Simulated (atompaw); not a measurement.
**Ti (Z = 22): one change to a PAW (atompaw) potential, before and after**

atompaw 4.2.0.5 input, output lines left out:

```
Ti 22
GGA-PBESOL scalarrelativistic loggrid 1500 logderivrange -3 5 201
4 4 3 0 0 0
4 0 0
4 1 0
3 2 2
0 0 0
c
c
c
v
c
c
v
v
2
2.80 2.05 2.50 1.60
y
2.9
n
y
-0.3
n
y
0.35
n
custom rrkj vanderbiltortho sinc
3 -0.5 troulliermartins
2.80
2.65
2.80
2.80
1.20
2.80
```

Change: local potential troulliermartins scheme with l = 3 at -0.5 Ry, radius 1.48 bohr.

Cutoffs: the cutoffs (Ry, on a coarse ladder) from which the occupation-weighted sum of valence levels, in a spherical-Bessel basis at the reference potential, stays within 10 and 1 mRy of its value at 400 Ry; they do not see the model core or the augmentation charge, which bear on the density cutoff.

Question: What does the change do?

Answer: The potential gets neither clearly harder nor softer (70 Ry and 100 Ry → 70 Ry and 100 Ry); a bound ghost appears in p, s, which as a rule spoils a file; the range in which the s phases agree widens (upper end 0.6 → 3.7); the range in which the p phases agree widens (upper end 1.1 → 3.3). A state that the projectors do not describe sees the local part alone, so a deeper or shallower local part can create or remove a ghost.

```csv
quantity,base,changed
"cutoff, loose",70 Ry,70 Ry
"cutoff, tight",100 Ry,100 Ry
bound ghosts,none,"s, p"
s: phases at 2.81 bohr within 0.05 rad from the reference energy up to (Ry; the scan ends near 5),0.6,3.7
p: phases at 2.81 bohr within 0.05 rad from the reference energy up to (Ry; the scan ends near 5),1.1,3.3
d: phases at 2.81 bohr within 0.05 rad from the reference energy up to (Ry; the scan ends near 5),1.7,1.6
lowest overlap eigenvalue by channel,"s 0.66, p 0.58, d 0.54","s 0.12, p 0.50, d 0.55"
```

 A true bound ghost makes a file unfit for plane-wave use even where its test errors are small: the radial tests pick states by their node count and pass the ghost by. The cutoffs see the waves, projectors and local potential, not the compensation charge or the core.
